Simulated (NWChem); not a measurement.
Molecule: SrBr2; SMILES [Sr]([Br])[Br]

Program: NWChem. Medium grid unless said otherwise, to which SCAN and Minnesota functionals are sensitive. Geometry: optimised at PBE-D3(BJ)/def2-SVP. def2 effective core potentials on Sr; no spin-orbit coupling. Total energies of different functionals are on different scales.

| level | energy (Ha) | highest occupied level (eV) | orbital gap (eV) | dipole (D) |
|---|---|---|---|---|
| B3LYP/def2-TZVP | -5179.2746 | -7.33 | 4.72 | 3.94 |
| PBE/def2-TZVP | -5178.4255 | -6.38 | 3.46 | 3.81 |
| MN15-L/def2-TZVP | -5179.2424 | -6.77 | 4.26 | 4.04 |
| PBE0/def2-TZVP | -5178.6032 | -7.58 | 5.30 | 3.95 |
| M06-L/def2-TZVP | -5179.0187 | ? | ? | 4.03 |
| OLYP/def2-TZVP | -5180.6773 | -6.20 | 3.11 | 3.81 |
| LC-wPBE (HJS exchange hole, range parameter 0.4 per bohr)/def2-TZVP | -5178.5806 | -10.28 | 9.60 | 4.10 |
| Hartree-Fock/def2-TZVP | -5175.3920 | -10.35 | 9.84 | 4.26 |
| MN15/def2-TZVP | -5179.8235 | -8.23 | 6.80 | 4.02 |
| LC-BLYP (range parameter 0.33 per bohr)/def2-TZVP | -5178.4194 | -9.85 | 8.71 | 4.01 |

**Question.** Fill in the missing entries.

**Answer.** 
- M06-L/def2-TZVP, highest occupied level (eV): -6.46
- M06-L/def2-TZVP, orbital gap (eV): 4.34
